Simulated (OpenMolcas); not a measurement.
Os3+ among 4 point charges of -1.5 e arranged as a tetrahedron (Td), 2.26 Å from the ion.
```
   1.3048    1.3048    1.3048  -1.50
   1.3048   -1.3048   -1.3048  -1.50
  -1.3048    1.3048   -1.3048  -1.50
  -1.3048   -1.3048    1.3048  -1.50
```

```json
{"Program": "OpenMolcas", "Method": "SS-CASPT2, IPEA 0.25 Eh, imaginary shift 0.1 Eh (closed shells correlated: 4f 5s 5p)", "Basis": "ANO-RCC-VDZP [7s6p4d2f1g]", "Scalar Hamiltonian": "DKH2, point nucleus", "Active space": "5 electrons in 5 orbitals (5d)", "State averaging": "2S+1 = 6 even, 1 root; 2S+1 = 4 even, 24 roots; 2S+1 = 2 even, 75 roots", "Spin-orbit coupling": "RASSI with atomic mean-field integrals over the reference wave functions"}
```

(1) What is the spin-free ground state (labels of Td)?

(2) What are the lowest two levels with spin-orbit coupling?

(3) What is χT at 300 K?

Results:

(1) 6A1, 1-fold in its orbital part, 100 % from free-ion S terms; it has the highest spin that d5 allows.

(2) A 4-fold level Γ8, then a 2-fold level Γ7 19 cm-1 above it. Their leading multiplicities are 6 (87 %) and 6 (87 %).

(3) 4.14 cm3 K/mol.

Roots that are degenerate in the reference are averaged as groups; the widest CASPT2 spread within a group is 140 cm-1 (the 3-fold group of multiplicity 2 near 44100 cm-1 above the lowest state of its run). Shifts and gaps below about the spread of the groups concerned are not significant. Point charges give a weaker field than real ligands, and real ions of this kind are as a rule low spin; the high spin found here belongs to the model. Free-ion shares, where given, are those of the reference states; single-state CASPT2 does not remix them. This is an electrostatic model: the charges have no orbitals. No measured value stands beside these numbers.
